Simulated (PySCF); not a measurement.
Mg(Me) (CH₃Mg), SMILES [Mg][CH3], multiplicity 2. Atoms are numbered in the order given.

```xyz
5

Mg     0.0000     0.0000    -0.9636
C      0.0000     0.0000     1.1547
H      0.8855     0.5113     1.5450
H      0.0000    -1.0225     1.5450
H     -0.8855     0.5113     1.5450
```
Charge 0, spin multiplicity 2.

The structure is a stationary point at r2SCAN-D4/def2-TZVP. The multiplicity is an assumed one; other spin states were not compared. The isomer is the one that the SMILES or the coordinates give; other isomers of the formula were not compared.

Method: C-PCM-PBE0/def2-TZVPD in PySCF 2.14.0.

The values are the electrostatic part of the solvation free energy, E(continuum) − E(gas) at the gas-phase geometry, in a cavity of scaled van der Waals radii (PySCF's table); cavitation and dispersion terms are not included. A continuum can't describe solvent molecules that bind to the metal. The dipole moment in vacuum is 0.81 D.

Question: Estimate the values in water (ε = 78.36), ethanol (ε = 24.85), benzene (ε = 2.27). (Estimate from the structure and the level; the computed values follow.)

Answer: 
```
solvent      ε  ΔG(elec) (kcal/mol)  dipole (D)
-------  -----  -------------------  ----------
water    78.36                 -4.2        1.58
ethanol  24.85                 -4.1        1.55
benzene   2.27                 -2.2        1.18
```
